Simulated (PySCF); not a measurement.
## Structure elucidation problem

The spectra below were simulated for a compound C3H11NSi3.

¹H NMR (400 MHz, computed): δ 3.63 (s, 6H), 1.67 (s, 2H), 0.35 (s, 3H).

¹³C{¹H} NMR (computed): δ 123.3 (C), 3.1 (CH2), -1.1 (CH3).

Level of theory: PBE0/pcSseg-1 with gauge-including orbitals, coordinates at the GFN2-xTB level, in PySCF 2.14.0 with density-fitted response routines (no solvent, averaged over atoms made equivalent by symmetry, fast rotation or ring inversion, no relativistic terms, one conformer).

Shifts are taken against calculated references (same method and geometry level): TMS for ¹H (σref 31.72), ¹³C (σref 186.93).

Question: Choose the structure that fits.
A. C[C@@H](C#N)[SiH]([SiH3])[SiH3]
B. C[Si]([SiH3])([SiH3])CC#N
C. C=C1[SiH2][C@H]1N([SiH3])[SiH3]

Answer: B. 

The formula gives 2 degrees of unsaturation (no ring in the answer). 3 carbon signals for 3 carbons: no two carbons are equivalent. Carbon types of the structure: 1 × C, 1 × CH2, 1 × CH3, leaving 6 H on heteroatoms. δC 123.3: nitrile carbon; C≡N carbons fall here, among the sp2 signals but without a proton. δC 3.1: sp3 CH2 bonded to Si, α to a nitrile; an electropositive neighbour leaves it electron-rich and shielded. δC -1.1: methyl carbon bonded to Si; an electropositive neighbour leaves it electron-rich and shielded. δH 3.63: hydrogen on a silicon bonded to Si. δH 0.35: hydrogen on a methyl carbon bonded to Si; an electropositive neighbour shields it, as in TMS itself.

The others: C[C@@H](C#N)[SiH]([SiH3])[SiH3] would give 5 signals for carbon-bound and other non-exchanging H, not 3; C=C1[SiH2][C@H]1N([SiH3])[SiH3] would give 6 signals for carbon-bound and other non-exchanging H, not 3.

Shifts are as computed. Against solution values, carbons near 30 ppm lie about +3 ppm off and those near 130 ppm about +5 ppm. Of 1309 compounds with measured shifts, 239 miss one by over three times the rms of a fit or turn the order of signals round; such compounds aren't used in these exercises. Multiplicities follow the n + 1 count of equivalent neighbours, as no J values were calculated; m marks all less simple cases, F and P coupling included.
